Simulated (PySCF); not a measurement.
Si4H10.
SMILES with atom numbers: `[SiH3:1][SiH:2]([SiH3:3])[SiH3:4]` (hydrogens: H5, H6, H7 on Si1; H8 on Si2; H9, H10, H11 on Si3; H12, H13, H14 on Si4)

Structure optimised with GFN2-xTB, isolated species.

Q: List the bond lengths and angles at this level.

A: 
| bond | length (bohr) | order |
| --- | --- | --- |
| Si1–Si2, Si2–Si3, Si2–Si4 | 4.399 | single |
| Si1–H5 and 8 like bonds | 2.769 | single |
| Si2–H8 | 2.805 | single |

Bonds in one row agree within 0.02 bohr and their mean is given. Orders are formal, as drawn. A selection of angles:
| angle | degrees |
| --- | --- |
| Si2–Si1–H5 | 113.5 |
| Si2–Si1–H6 | 110.7 |
| H5–Si1–H6 | 106.2 |
| Si1–Si2–Si3 | 112.8 |
| Si1–Si2–H8 | 105.9 |

Si2 (SiH silicon) is distorted tetrahedral (angles from 105.9° to 112.8°). Si1 (SiH3 silicon) is distorted tetrahedral (angles from 106.2° to 113.5°). All 3 Si–Si bonds measure 2.328 Å.

Point group: C3v (tolerance 0.08 Å). Stationary, but not proved a minimum.

The numbers are calculated, not measured.
